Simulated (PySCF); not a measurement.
Compound: C5H8ClF2 (doublet state).
SMILES with atom numbers: `[CH3:1][CH:2][C@H:3]([Cl:4])[CH2:5][CH:6]([F:7])[F:8]` (hydrogens: H9, H10, H11 on C1; H12 on C2; H13 on C3; H14, H15 on C5; H16 on C6)

Geometry (GFN2-xTB, Å), atoms numbered from 1 in this order:
```
atom  x, y, z in Å
C1     2.2107    1.2737    0.5370
C2     1.3691    0.1049    0.2217
C3    -0.0361    0.2034   -0.0010
Cl4   -0.8843    0.2628    1.7610
C5    -0.6813   -0.9694   -0.7130
C6    -2.1708   -0.7590   -0.9369
F7    -2.3831    0.2749   -1.7897
F8    -2.7144   -1.8493   -1.5301
H9     2.4578    1.2915    1.6035
H10    3.1596    1.2172    0.0015
H11    1.7072    2.2046    0.2882
H12    1.8051   -0.8753    0.3368
H13   -0.3593    1.1651   -0.3982
H14   -0.2099   -1.0888   -1.6927
H15   -0.5449   -1.8904   -0.1451
H16   -2.7330   -0.5569   -0.0143
```

The hyperfine couplings belong to this conformer and change with its torsions.

The calculation used UKS B3LYP, pcH-1 on C Cl F H, non-relativistic, mean-field spin-orbit, GIAO (PySCF). Geometry: GFN2-xTB, one conformer, isolated molecule. Couplings are sensitive to structure, and on GFN2-xTB geometries they can be far from those on DFT ones. No stability test was run, so a lower SCF solution isn't excluded.

Principal values of hyperfine tensors in MHz (contact, dipolar and spin–orbit terms together), for some of the nuclei:

| atom | isotope | A1 | A2 | A3 |
| --- | --- | --- | --- | --- |
| H9 | 1H | 122.04 | 124.01 | 134.48 |
| C2 | 13C | 6.57 | 7.61 | 222.75 |
| H10 | 1H | 68.61 | 69.54 | 82.04 |
| Cl4 | 35Cl | 15.61 | 16.88 | 126.87 |
| C1 | 13C | -30.58 | -27.44 | -25.95 |
| H13 | 1H | 12.78 | 17.06 | 27.67 |
| C5 | 13C | 7.18 | 7.92 | 11.25 |
| H11 | 1H | 2.88 | 3.81 | 14.87 |

**Question.** Give the isotropic coupling of each nucleus in MHz and in mT (g = 2.0041), and the anisotropic part.

**Answer.** a_iso is a third of the trace, T = A − a_iso, and a(mT) = a(MHz)/(g × 13.996). The tensors hold a spin–orbit part: the run splits a_iso into a_FC + a_SO, and T includes its anisotropic share.

```csv
atom,a_iso (MHz),a_FC,a_SO,a_iso (mT),T1,T2,T3
H9,126.85,126.85,0.00,4.522,-4.80,-2.83,7.64
C2,78.98,79.01,-0.03,2.816,-72.41,-71.36,143.77
H10,73.40,73.40,0.00,2.617,-4.79,-3.86,8.65
Cl4,53.12,51.64,1.47,1.894,-37.51,-36.24,73.75
C1,-27.99,-28.00,0.01,-0.998,-2.59,0.55,2.04
H13,19.17,19.20,-0.03,0.683,-6.39,-2.11,8.50
C5,8.78,8.80,-0.02,0.313,-1.61,-0.86,2.47
H11,7.19,7.19,0.00,0.256,-4.31,-3.38,7.69
```

**Question.** What spin density at the nucleus of C2 lies behind its contact coupling (g_N = 1.40482)?

**Answer.** a_FC = (2μ0/3) gₑ μB g_N μN ρ(0)/(2S·h) = 800.24 MHz × g_N × ρ(0)/(2S), with ρ in bohr⁻³. With a_FC = 79.01 MHz and 2S = 1, ρ(0) = 0.07028 bohr⁻³.

**Question.** H12 (1H, g_N = 5.58569) isn't in the table. Its spin density at the nucleus is -0.01174 bohr⁻³. What is its contact coupling?

**Answer.** By the same relation, a_FC = -52.5 MHz. Its full tensor has the principal values -85.88, -54.14, -17.37 MHz.

**Question.** Name the largest traceless tensor T of the table and describe it.

**Answer.** C2: -72.4, -71.4, 143.8 MHz (the dipolar term alone has -72.3, -71.5, 143.7), axial, in the ratio −1:−1:+2, the form that spin in one p orbital centred on that nucleus gives.

**Question.** What first-order splitting does C2 cause when the field lies along A1, A2 or A3 of its tensor (g taken as isotropic, no quadrupole term)?

**Answer.** 2 lines (I = 1/2), spaced by |A_i|/(g × 13.996): 0.23, 0.27, 7.94 mT along the axes of A1, A2 and A3.

Hardware: Arm Neoverse V2, one thread (shared host). Cost: 90 s wall (grids of density and orbitals included), 0.97 GiB resident at most.
